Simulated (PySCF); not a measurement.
C₄H₁₀OSSi₂.
InChI=1S/C4H10OSSi2/c1-4(6)8-3-2-7-5-8/h8H,2-3,7H2,1H3/t8-/m1/s1

Level: CAM-B3LYP/def2-SVPD in PySCF, non-relativistic, on one gas-phase PBE0-D3(BJ)/def2-SVP geometry that isn't relaxed in the solvent. The solvent is an IEF-PCM continuum (van der Waals radii × 1.2), and excitations are vertical TDDFT with non-equilibrium linear response and a frozen core. The model holds no explicit solvent molecules, cavitation or dispersion.

Gas-phase singlets (H = HOMO, L = LUMO):

```tsv
state	E (eV)	λ (nm)	f	leading configurations
S1	2.199	564	0.000	H→L 99%
S2	5.248	236	0.082	H-1→L 61%, H-3→L 15%, H-5→L 12%
S3	5.292	234	0.050	H-3→L 32%, H-1→L 26%, H-5→L 24%
S4	6.026	206	0.029	H-2→L 39%, H-4→L 35%, H→L+1 12%
S5	6.225	199	0.092	H→L+3 41%, H→L+1 39%
```

What are the lowest 5 singlets in acetonitrile (ε = 35.69)?

| state | E (eV) | λ (nm) | f | leading configurations | change by rank (eV) |
| --- | --- | --- | --- | --- | --- |
| S1 | 2.321 | 534 | 0.000 | H→L 99% | +0.122 |
| S2 | 5.137 | 241 | 0.179 | H-1→L 85%, H-2→L 10% | -0.111 |
| S3 | 5.223 | 237 | 0.002 | H-3→L 44%, H-5→L 43% | -0.069 |
| S4 | 5.907 | 210 | 0.085 | H-4→L 46%, H-2→L 36%, H-1→L 8% | -0.119 |
| S5 | 6.277 | 198 | 0.147 | H→L+3 50%, H→L+2 35%, H→L+1 10% | +0.052 |

The ground-state energy changes by -0.179 eV from gas to acetonitrile. By how much does the total energy of gas-phase S1 change?

E(S1) = E(S0) + excitation energy, so it changes by -0.179 + 0.122 = -0.057 eV: it is lowered less than the ground state, which is what a blue shift means. This is the vertical state, with the slow part of the continuum still set for S0.

How do the frontier levels move from gas to acetonitrile?

```csv
orbital,gas (eV),solvent (eV),change (eV)
LUMO+2,1.14,1.37,+0.23
LUMO+1,0.90,1.08,+0.18
LUMO,-1.37,-1.37,0.00
HOMO,-7.78,-7.90,-0.12
HOMO-1,-9.41,-9.32,+0.09
HOMO-2,-10.00,-9.85,+0.15
HOMO-3,-10.17,-10.07,+0.10
```

The HOMO–LUMO gap goes from 6.41 to 6.53 eV. Rows go by rank; for LUMO+1 and LUMO+2 the atom shares or the degeneracy differ between the runs, so the row needn't follow one orbital.
